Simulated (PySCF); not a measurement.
Static polarisabilities and like-pair C6 coefficients by linear response at CAM-B3LYP/def2-SVPD (PySCF, frozen core in the response, non-relativistic, gas phase), PBE0-D3(BJ)/def2-SVP geometries, one conformer each; atomic units unless stated.

```json
{"species": "`ClC1CCCCC1`", "electrons": "64", "α": "82.1"}
{"species": "`CC(=S)N(C)C`", "electrons": "56", "α": "83.7"}
{"species": "`C#C[P@+](C)([AlH3-])C1CC1`", "electrons": "76", "α": "126.9"}
{"species": "`COB(OC)S[SiH3]`", "electrons": "72", "α": "95.6"}
```

Task: Estimate each like-pair C6, largest first.

Result: 
```csv
species,C6,ω̄ = 4·C6/(3α²) (eV)
`C#C[P@+](C)([AlH3-])C1CC1`,5633,12.7
`COB(OC)S[SiH3]`,3523,14.0
`ClC1CCCCC1`,3012,16.2
`CC(=S)N(C)C`,2610,13.5
```

The order departs from that of α, because the effective excitation energy in the last column differs. London's effective excitation energy ω̄ runs from 12.7 to 16.2 eV here.
